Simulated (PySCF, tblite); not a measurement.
Isomers of C6H13O2PSi, one GFN2-xTB conformer each. Single-point energies are computed at PBE0/pcSseg-1 (PySCF, gas phase, no added dispersion term), electronic only.

**Question.** Rank them by PBE0/pcSseg-1 energy, lowest first (kcal/mol).
A. `[CH3:1][C:2](=[O:3])[CH2:4][P:5]([CH2:6][SiH3:7])[C:8]([CH3:9])=[O:10]` with C1–C2–C4–P5 172°, C2–C4–P5–C6 167°, C4–P5–C6–Si7 -169°, C4–P5–C8–C9 -144°
B. `[CH2:1]=[C:2]([O:3][CH2:4][CH3:5])[Si@:6]1([PH2:7])[CH2:8][CH2:9][O:10]1` with C1–C2–O3–C4 4°, C2–O3–C4–C5 175°, C1–C2–Si6–P7 -174°, C2–Si6–P7–H -73° and -166°

**Answer.** A (0.0), B (1.7).

As drawn, the lower has a C=O bond, which the higher lacks; the higher has a four-membered ring, an Si–O bond and a C=C bond outside aromatic rings, which the lower lacks. Neighbours under 2.5 kcal/mol apart (CC(=O)CP(C[SiH3])C(C)=O and C=C(OCC)[Si@]1(P)CCO1) can change places with a better method, another conformer or zero-point energy. GFN2-xTB itself gives, in the same order: 4.8, 0.0. GFN2-xTB puts C=C(OCC)[Si@]1(P)CCO1 lowest instead.

**Question.** Which frontier levels, dipoles and rotational constants go with these structures?

**Answer.** 
```
                 SMILES  HOMO (eV, PBE0/pcSseg-1)  LUMO (eV)  dipole (D)       A, B, C (MHz)
CC(=O)CP(C[SiH3])C(C)=O                     -6.53      -0.87        2.28  1731, 589.0, 510.0
  C=C(OCC)[Si@]1(P)CCO1                     -6.85      -0.52        2.69  1634, 635.9, 500.6
```

**Question.** What happens when harmonic zero-point energies from GFN2-xTB frequencies are added?

**Answer.** 
```
                 SMILES  ZPE (kcal/mol)  electronic (kcal/mol)  with ZPE (kcal/mol)
CC(=O)CP(C[SiH3])C(C)=O           106.7                    0.0                  0.0
  C=C(OCC)[Si@]1(P)CCO1           112.0                    1.7                  7.0
```

The zero-point energies span 5.3 kcal/mol. The order is unchanged.
